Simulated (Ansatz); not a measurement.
**Abstraction of Br: CHBr2Cl + CCl2F → CHBrCl + CBrCl2F**

Species: CHBr2Cl (chlorodibromomethane) `ClC(Br)Br`, singlet; CCl2F `F[C](Cl)Cl`, doublet; CHBrCl `Cl[CH]Br`, doublet; CBrCl2F `FC(Cl)(Cl)Br`, singlet. A radical takes Br: the energy is the difference in strength between two C–Br bonds in different surroundings.

Shapes, held fixed at every level: PBE0-D4/def2-TZVP. Programs: Ansatz 0.2.0. The zero-point and thermal change to 298 K, harmonic and unscaled (PBE0-D4/def2-TZVP), is -3.7 kJ/mol.

Q: Estimate ΔH(298 K) of this reaction.

A: The highest level, CCSD(T)/def2-TZVPP, gives ΔH(298 K) = +1.1 kJ/mol; the levels span -3.4 to +6.9. That is about zero within the method's error. They disagree on the sign: 5 of 8 are positive. The column of differences is taken from that level and isn't an error. No measured value is set beside it here. Open shells run unrestricted unless RO is named. Relativity is left out for Br unless named. Correlated rows may include outer-core shells of Br, which these sets cover unevenly.

```json
{"level": "HF/def2-TZVPP", "kind": "Hartree–Fock", "ΔH(298 K) (kJ/mol)": "+6.9", "less CCSD(T)/def2-TZVPP": "+5.8"}
{"level": "SPW92/def2-TZVPP", "kind": "LDA", "ΔH(298 K) (kJ/mol)": "-3.4", "less CCSD(T)/def2-TZVPP": "-4.5"}
{"level": "BHLYP-D4/def2-TZVPP", "kind": "global hybrid", "ΔH(298 K) (kJ/mol)": "+3.1", "less CCSD(T)/def2-TZVPP": "+2.0"}
{"level": "wB97M-V/def2-TZVPP", "kind": "range-separated hybrid", "ΔH(298 K) (kJ/mol)": "-2.4", "less CCSD(T)/def2-TZVPP": "-3.5"}
{"level": "B2PLYP/def2-TZVPP", "kind": "double hybrid", "ΔH(298 K) (kJ/mol)": "+2.8", "less CCSD(T)/def2-TZVPP": "+1.7"}
{"level": "MP2/def2-TZVPP", "kind": "perturbation theory", "ΔH(298 K) (kJ/mol)": "+4.0", "less CCSD(T)/def2-TZVPP": "+2.9"}
{"level": "CCSD(T)/def2-SVP", "kind": "coupled cluster or CI", "ΔH(298 K) (kJ/mol)": "-1.6", "less CCSD(T)/def2-TZVPP": "-2.7"}
{"level": "CCSD(T)/def2-TZVPP", "kind": "coupled cluster or CI", "ΔH(298 K) (kJ/mol)": "+1.1", "less CCSD(T)/def2-TZVPP": "0.0"}
```
